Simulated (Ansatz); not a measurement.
The first iterations of a band of CH4B2Cl (8 atoms, charge -1, multiplicity 1).

The calculation used Ansatz 0.2.0, RKS r2SCAN-D4/def2-SVPD.

```yaml
movable_images: 7
climbing_image: yes
spring: 5.0 eV/Å²
optimiser: quadratic models (default)
start_path: through a guess of the saddle point
force_threshold: 0.03 eV/Å
iteration_limit: 60
end_points: relaxed
```

First end point:

```xyz
8
Properties=species:S:1:pos:R:3
B -0.323 1.368 -0.216
B -0.139 -0.279 -0.371
C 0.492 -1.121 0.641
Cl -0.783 -1.137 -1.964
H -0.837 2.122 -1.030
H 0.080 1.928 0.797
H 0.874 -0.672 1.568
H 0.636 -2.209 0.576
```

Last end point:

```xyz
8
Properties=species:S:1:pos:R:3
B -0.324 1.368 -0.215
B -0.139 -0.278 -0.372
C 0.492 -1.121 0.641
Cl -0.780 -1.137 -1.966
H 0.080 1.928 0.797
H -0.840 2.121 -1.029
H 0.882 -0.671 1.564
H 0.629 -2.210 0.580
```

| iteration | highest image above the first end (eV) | largest band force component (eV/Å) |
| --- | --- | --- |
| 1 | 4.453 | 18.343 |
| 2 | 0.747 | 3.416 |
| 3 | 0.399 | 1.523 |
| 4 | 0.319 | 0.713 |
| 5 | 0.284 | 0.376 |

Does the band converge within its limit, and where does its top end?

It converged. It ended after 17 iterations with the highest image 0.257 eV above the first end. The profile has 2 maxima (images 3, 5) with wells between them (image 4): this band takes more than one step, which may be the mechanism or a detour left from its start path. A vibrational analysis at the climbing image gives one clearly imaginary mode, 227i cm⁻¹: a first-order saddle point.

Run time: 3.2 min on 2 threads of Intel(R) Xeon(R) 6975P-C (Granite Rapids) (shared host), peak memory 0.18 GiB.
